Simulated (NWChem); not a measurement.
# GaNH3F; SMILES [NH2][GaH][F]

```xyz
6

Ga    -0.3377    -0.0183     0.0000
H     -1.8806    -0.1331     0.0000
F      0.6241    -1.4905     0.0000
N      0.6756     1.4664     0.0000
H      1.6880     1.4399     0.0000
H      0.3144     2.4114     0.0000
```
Atoms are numbered in this order, from 1.

Program: NWChem. The geometry was optimised at PBE0/def2-SVP. Ions are spin-unrestricted doublets at the neutral geometry; other ion states weren't tried.

For level PBE0/def2-SVP:

| Item | Result |
|---|---|
| −ε(HOMO) (eV) | 7.55 |

Problem. How do the values read with level PBE/def2-SVP instead?

Solution. The −ε(HOMO) (eV) comes out as 6.10.
